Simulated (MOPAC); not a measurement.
Input file for MOPAC: AM1 on CHClO (a complex).

```
AM1 1SCF PRECISE CHARGE=0 THREADS=1
CHClO

Cl     0.24016077 1    -0.09515925 1    -0.23457402 1
H      0.16915649 1    -0.10686259 1     1.05121223 1
C      0.05494306 1    -0.13010187 1     3.33487401 1
O     -0.00422976 1    -0.13922859 1     4.45593927 1
```

Program output:

```
*******************************************************************************
 **                                                                           **
 **                              MOPAC v23.2.5                                **
 **                                                                           **
 *******************************************************************************
 ** MOPAC's Digital Object Identifier: https://doi.org/10.5281/zenodo.6511958 **
 **                                                                           **
 ** Please cite the open-source release paper for use of this MOPAC version:  **
 ** J. E. Moussa and J. J. P. Stewart (2026)                                  **
 ** MOPAC: An open-source semiempirical molecular orbital program             **
 ** J. Open Source Softw., 11(119), 8025, https://doi.org/10.21105/joss.08025 **
 *******************************************************************************

                              AM1 CALCULATION RESULTS

 *******************************************************************************
 *  AM1        - The AM1 Hamiltonian to be used
 *
 *
 *
 *                 CHARGE ON SYSTEM = 0
 *
 *
 *
 *  PRECISE    - TIGHTER CRITERIA TO BE USED
 *  1SCF       - DO 1 SCF AND THEN STOP
 *  THREADS=1  - MULTI-THREADING NOT USED
 *  T=         - A TIME OF 172800.0 SECONDS REQUESTED
 *  DUMP=N     - RESTART FILE WRITTEN EVERY 7200.0 SECONDS REQUESTED
 *******************************************************************************
AM1 1SCF PRECISE CHARGE=0 THREADS=1
 CHClO

   ATOM   CHEMICAL          X               Y               Z
  NUMBER   SYMBOL      (ANGSTROMS)     (ANGSTROMS)     (ANGSTROMS)

     1      Cl          0.24016077  *  -0.09515925  *  -0.23457402  *
     2       H          0.16915649  *  -0.10686259  *   1.05121223  *
     3       C          0.05494306  *  -0.13010187  *   3.33487401  *
     4       O         -0.00422976  *  -0.13922859  *   4.45593927  *



          CARTESIAN COORDINATES

    NO.       ATOM           X           Y           Z

     1        Cl          0.2402     -0.0952     -0.2346
     2         H          0.1692     -0.1069      1.0512
     3         C          0.0549     -0.1301      3.3349
     4         O         -0.0042     -0.1392      4.4559

  H: (AM1): M.J.S. DEWAR ET AL, J. AM. CHEM. SOC. 107 3902-3909 (1985)
  C: (AM1): M.J.S. DEWAR ET AL, J. AM. CHEM. SOC. 107 3902-3909 (1985)
  O: (AM1): M.J.S. DEWAR ET AL, J. AM. CHEM. SOC. 107 3902-3909 (1985)
 Cl: (AM1): M.J.S. DEWAR AND E. G. ZOEBISCH, THEOCHEM, 180, 1 (1988).

           Empirical Formula: C H O Cl  =     4 atoms



      MOLECULAR POINT GROUP   :   C*v


      RHF CALCULATION, NO. OF DOUBLY OCCUPIED LEVELS = 9


 -------------------------------------------------------------------------------
 AM1 1SCF PRECISE CHARGE=0 THREADS=1
 CHClO



     1SCF WAS SPECIFIED, SO BFGS WAS NOT USED
     SCF FIELD WAS ACHIEVED


                              AM1 CALCULATION
                                                       MOPAC v23.2.5 Linux




          FINAL HEAT OF FORMATION =        -29.02021 KCAL/MOL =    -121.42056 KJ/MOL


          COSMO AREA              =        100.63 SQUARE ANGSTROMS
          COSMO VOLUME            =         78.30 CUBIC ANGSTROMS

          IONIZATION POTENTIAL    =         12.054640 EV
          HOMO LUMO ENERGIES (EV) =        -12.055  0.788
          NO. OF FILLED LEVELS    =          9
          MOLECULAR WEIGHT        =         64.4713         POINT GROUP:  C*v

          MOLECULAR DIMENSIONS (Angstroms)

            Atom       Atom       Distance
            O     4   Cl     1     4.69708
            H     2    C     3     0.00509
            O     4    H     2     0.00105


          SCF CALCULATIONS        =          1





   ATOM   CHEMICAL          X               Y               Z
  NUMBER   SYMBOL      (ANGSTROMS)     (ANGSTROMS)     (ANGSTROMS)

     1      Cl          0.24016077  *  -0.09515925  *  -0.23457402  *
     2       H          0.16915649  *  -0.10686259  *   1.05121223  *
     3       C          0.05494306  *  -0.13010187  *   3.33487401  *
     4       O         -0.00422976  *  -0.13922859  *   4.45593927  *

                             CARTESIAN COORDINATES

   1   Cl        0.240160770    -0.095159250    -0.234574020
   2    H        0.169156490    -0.106862590     1.051212230
   3    C        0.054943060    -0.130101870     3.334874010
   4    O       -0.004229760    -0.139228590     4.455939270


           Empirical Formula: C H O Cl  =     4 atoms



      MOLECULAR POINT GROUP   :   C*v


                  EIGENVALUES
 -43.00764 -36.66820 -22.56803 -17.41205 -17.41204 -16.55543 -13.48474 -12.05464
 -12.05464   0.78836   0.78836   2.26762   4.93320


              NET ATOMIC CHARGES AND DIPOLE CONTRIBUTIONS

  ATOM NO.   TYPE          CHARGE      No. of ELECS.   s-Pop       p-Pop
    1         Cl          -0.199616        7.1996     1.98019     5.21943
    2          H           0.192036        0.8080     0.80796
    3          C           0.146515        3.8535     1.80596     2.04752
    4          O          -0.138935        6.1389     1.87510     4.26384
 DIPOLE           X         Y         Z       TOTAL
 POINT-CHG.    -0.033    -0.006     0.568     0.569
 HYBRID        -0.076    -0.012     1.426     1.428
 SUM           -0.109    -0.018     1.994     1.997


          ATOMIC ORBITAL ELECTRON POPULATIONS

     Atom    s        px        py        pz
    1 Cl   1.98019   1.99762   1.99993   1.22188
    2  H   0.80796
    3  C   1.80596   0.53386   0.53265   0.98102
    4  O   1.87510   1.46700   1.46738   1.32945

 **********************
 *                    *
 * JOB ENDED NORMALLY *
 *                    *
 **********************




 == MOPAC DONE ==
```

The run finished.

Cost: very roughly 0.010 core-seconds.
